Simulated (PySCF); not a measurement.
**Nuclear quadrupole coupling in `O=C1CC=C[Si@]12CCOC2`**

C7H10O2Si.
Geometry (GFN2-xTB, Å), atoms numbered from 1 in this order:
```xyz
20
C7H10O2Si angstrom
O     -0.8533   -1.4590    2.1470
C     -1.1389   -0.7564    1.2089
C     -2.5648   -0.4155    0.8270
C     -2.5815    0.4893   -0.3612
C     -1.4377    0.8587   -0.9292
Si     0.0396    0.1134   -0.0458
C      1.3069   -0.9388   -1.0110
C      2.6391   -0.3630   -0.5118
O      2.5163    1.0137   -0.2477
C      1.4307    1.2534    0.6309
H     -3.0664    0.0492    1.6810
H     -3.1095   -1.3417    0.6204
H     -3.5508    0.8135   -0.7166
H     -1.4236    1.5119   -1.7860
H      1.2596   -2.0088   -0.8279
H      1.2100   -0.7770   -2.0834
H      3.4364   -0.4586   -1.2510
H      2.9417   -0.8900    0.4057
H      1.2258    2.3214    0.5877
H      1.7151    0.9949    1.6599
```

Field gradients from the PBE0/pcSseg-1 density (PySCF, non-relativistic), principal values in atomic units, ordered |Vxx| ≤ |Vyy| ≤ |Vzz|:

| atom | Vxx | Vyy | Vzz |
| --- | --- | --- | --- |
| O1 | 0.4303 | 1.6473 | -2.0775 |
| O9 | 0.0363 | 1.9861 | -2.0224 |

Q: Find the asymmetry η = (Vxx − Vyy)/Vzz and the couplings χ = eQV/h (234.96 MHz × Q in barn × V in au), with Q(17O) = −0.0256 b.

A: 
```
atom          environment  nucleus     η  χzz (MHz)  χxx (MHz)  χyy (MHz)
  O1      carbonyl oxygen      17O  0.59      12.50      -2.59      -9.91
  O9  cyclic ether oxygen      17O  0.96      12.17      -0.22     -11.95
```

At O9 η is above 0.9: Vyy and Vzz are nearly equal in size and opposite in sign, so a small change could swap them and flip the sign of χzz. The tensor is traceless: Vxx + Vyy + Vzz = 0.

Q: What is Vzz at O1 in SI units (1 au = 9.71736 × 10²¹ V/m²)?

A: -2.0775 au = -20.188 × 10²¹ V/m².

Were the hydrogens deuterons (Q(2H) = 0.00286 b), χzz would run from 189 kHz (H18) to 228 kHz (H14).

Geometry: GFN2-xTB, one conformer, isolated molecule. GFN2-xTB bond lengths can be off by several hundredths of an ångström, more for odd bonds, and the gradients follow them. The basis is small and wasn't made for field gradients, so the couplings can be 20 % off.
